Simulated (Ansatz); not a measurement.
Geometry optimisation, RKS PBE-D4/6-31G* in Ansatz 0.2.0.

input.yaml

```yaml
crystal:
  periodic: [false, false, false]
  atoms:
    - { symbol: "N", position_ang: [-1.2052, 1.2903, -0.601] }
    - { symbol: Si, position_ang: [-0.2401, 0.8136, 0.6558] }
    - { symbol: O, position_ang: [0.6325, -0.1715, -0.1632] }
    - { symbol: Si, position_ang: [1.0841, -1.6646, 0.0635] }
    - { symbol: H, position_ang: [-1.7032, 0.501, -1.0131] }
    - { symbol: H, position_ang: [-0.6366, 1.6722, -1.3568] }
    - { symbol: H, position_ang: [0.7487, 1.8881, 1.0153] }
    - { symbol: H, position_ang: [-0.1817, -2.4819, -0.0761] }
    - { symbol: H, position_ang: [1.5902, -1.8935, 1.4585] }
basis:
  gaussian: { orbitals: "6-31G*" }
hamiltonian:
  xc: pbe
  dispersion: d4
relax:
  f_tol: 0.015
  max_steps: 40
```

Run as:

```bash
$ ansatz run input.yaml --threads 1 --pin off --max-ram 2048MiB --backend cpu --events-out ev --progress --plain --runs-dir out
```

**Question.** Where does it end, and by what steps?

**Answer.** The forces met the threshold. After 25 steps the energy has fallen by 2.134 eV; O3 moved furthest, 0.93 Å.

```tsv
step	energy less start (eV)	largest force component (eV/Å)	accepted
0	0.0000	4.124	yes
1	-1.1508	1.915	yes
2	-1.7457	0.937	yes
3	-1.9248	0.634	yes
4	-2.0347	0.949	yes
5	-2.0351	0.915	yes
6	-2.0358	0.969	yes
7	-2.0684	0.880	yes
8	-2.0975	0.788	yes
9	-2.0976	0.555	yes
10	-2.1208	0.258	yes
11	-2.1230	0.123	yes
12	-2.1261	0.109	yes
13	-2.1286	0.107	yes
14	-2.1307	0.119	yes
15	-2.1318	0.092	yes
16	-2.1329	0.056	yes
17	-2.1320	0.089	no
18	-2.1335	0.060	yes
19	-2.1339	0.057	yes
20	-2.1341	0.041	yes
21	-2.1341	0.048	yes
22	-2.1343	0.018	yes
23	-2.1344	0.015	yes
24	-2.1344	0.016	yes
25	-2.1344	0.009	yes
```

```xyz
9
Properties=species:S:1:pos:R:3
N -0.989 1.147 -0.881
Si -0.051 1.116 0.581
O 0.849 -0.240 0.739
Si 1.181 -1.823 0.166
H -1.621 0.374 -1.096
H -1.374 2.036 -1.206
H 0.786 2.366 0.587
H -0.144 -2.393 -0.329
H 1.452 -2.629 1.423
```

Whether the end is a true minimum wasn't checked by a vibrational analysis.

Time of the run: 2.1 min on 1 thread of Arm Neoverse V1, with other jobs on the host, peak memory 0.15 GiB.
